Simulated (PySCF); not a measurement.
This PySCF input asks for the NMR shieldings of `N(B)CBN`, CH$_{8}$B$_{2}$N$_{2}$; the geometry comes from GFN2-xTB.

```python
import basis_set_exchange as bse
import numpy as np
from pyscf import gto, dft
from pyscf.prop import nmr

atoms = """
B    -1.691202   -0.079246   -1.120297
N    -0.759935   -0.776179   -0.391544
C    -0.258981   -0.476709    0.944097
B     1.172697    0.234316    0.955535
N     1.685159    0.699772   -0.234076
H    -1.924532   -0.424437   -2.218792
H    -2.234573    0.840253   -0.634163
H    -0.268859   -1.559582   -0.798801
H    -0.247426   -1.401055    1.534417
H    -0.983490    0.182774    1.430402
H     1.776606    0.370908    1.949782
H     2.559578    1.186102   -0.335965
H     1.170570    0.619827   -1.098324
"""
names = dict.fromkeys(["B", "N", "C", "H"], "pcSseg-1")
basis = {el: gto.basis.parse(bse.get_basis(n, elements=[el], fmt="nwchem")) for el, n in names.items()}
mol = gto.M(atom=atoms, basis=basis, charge=0, verbose=0)
mf = dft.RKS(mol, xc="PBE0")
mf.grids.level = 2
mf.grids.alignment = dft.numint.BLKSIZE   # the property module wants whole blocks of grid points
mf.conv_tol = 1e-9
mf.kernel()

calc = nmr.RKS(mf)   # GIAO
C = mf.mo_coeff
Co = C[:, mf.mo_occ > 0]
resp = mf.gen_response(singlet=True, hermi=2)
def vind(x):   # induced exchange potential for any number of trial vectors
    d = np.einsum("pi,xij,qj->xpq", C, 2 * x.reshape(-1, C.shape[1], Co.shape[1]), Co, optimize=True)
    return np.einsum("xpq,pi,qj->xij", resp(d - d.transpose(0, 2, 1)), C, Co, optimize=True).ravel()
mo1, _ = nmr.rhf.solve_mo1(calc, with_cphf=vind)
sigma = calc.kernel(mo1)
for i, s in enumerate(sigma):   # ppm
    w = np.linalg.eigvalsh((s + s.T) / 2)
    print("%2d %-2s iso %8.1f  s11 %8.1f  s22 %8.1f  s33 %8.1f" % (i, mol.atom_pure_symbol(i), w.mean(), *w))
```

Q: Give the expected output.

A: 
```
 0 B  iso     65.5  s11     28.4  s22     49.6  s33    118.5
 1 N  iso    125.3  s11      4.7  s22    157.1  s33    214.2
 2 C  iso    138.3  s11    119.3  s22    122.8  s33    172.7
 3 B  iso     61.1  s11     16.1  s22     43.1  s33    124.2
 4 N  iso    151.8  s11     45.0  s22    180.0  s33    230.3
 5 H  iso     27.1  s11     24.8  s22     27.3  s33     29.1
 6 H  iso     27.1  s11     24.4  s22     27.4  s33     29.6
 7 H  iso     27.3  s11     22.5  s22     27.2  s33     32.2
 8 H  iso     28.4  s11     23.7  s22     27.4  s33     34.1
 9 H  iso     28.5  s11     25.0  s22     27.9  s33     32.6
10 H  iso     26.7  s11     26.0  s22     26.8  s33     27.3
11 H  iso     27.1  s11     22.9  s22     23.8  s33     34.7
12 H  iso     26.9  s11     21.8  s22     27.7  s33     31.2
```

These numbers come from an equivalent density-fitted implementation of the same equations, which agrees with the script to about 0.01 ppm for H and up to a few tenths of a ppm for heavy atoms, so last digits may differ.

Size and cost of the density-fitted run: 125 basis functions, 15 s wall time on 1 thread of an Arm Neoverse V1, shared host; peak memory 0.55 GiB.
